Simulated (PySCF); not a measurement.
Cost of one run: core-ionisation job, `C1C(B(O)P)C1`.

Method: delta-SCF UKS B3LYP, pcX-2 on the ionised atom, pcseg-1 elsewhere, spin-free X2C (PySCF 2.14.0). Geometry: PBE0-D3(BJ)/def2-SVP. Work: ΔSCF core ionisation, 6 holes, density fitting. The command runs a driver script over a list of jobs; the input below is this job's line of settings and its coordinates in Å.

Command:
```bash
OMP_NUM_THREADS=1 python probes_run.py task.json out
```

Input:
```
{"job": {"kind": "xps", "xc": "B3LYP"}, "charge": 0, "multiplicity": 1}
O      1.497599    -0.977769     1.630991
B      0.882334    -0.470909     0.531170
P      1.898543    -0.100933    -1.091387
C     -0.663036    -0.330808     0.581108
C     -1.494090    -0.393232    -0.686675
C     -1.356256     0.900973     0.023176
H      2.454200    -1.045279     1.558111
H      1.252399     1.113778    -1.460317
H      3.011125     0.537146    -0.463374
H     -1.132849    -0.757582     1.474460
H     -0.967899    -0.530733    -1.636626
H     -2.450579    -0.919529    -0.632574
H     -2.214140     1.280198     0.584550
H     -0.736400     1.682913    -0.424591
```

Hardware: one thread, Arm Neoverse V1 (aarch64), on a shared host. PySCF's memory limit was set to 1760 MB.

The basis has 170 functions.

Question: How long does the run take?

Answer: About 60 s. The run took 85 SCF cycles in all, 10 s a hole on average.

Question: Estimate the peak memory.

Answer: About 0.73 GiB. Peak memory is the resident size of the whole Python process, interpreter and libraries included.

Question: At this speed, how long would 500 such jobs take on 96 cores, one job a core?

Answer: 500/96 gives 6 rounds of 60 s, about 6.0 min of wall time and 8.3 core-hours, if the jobs don't slow each other.

The host was shared with other jobs, so the times are rough.
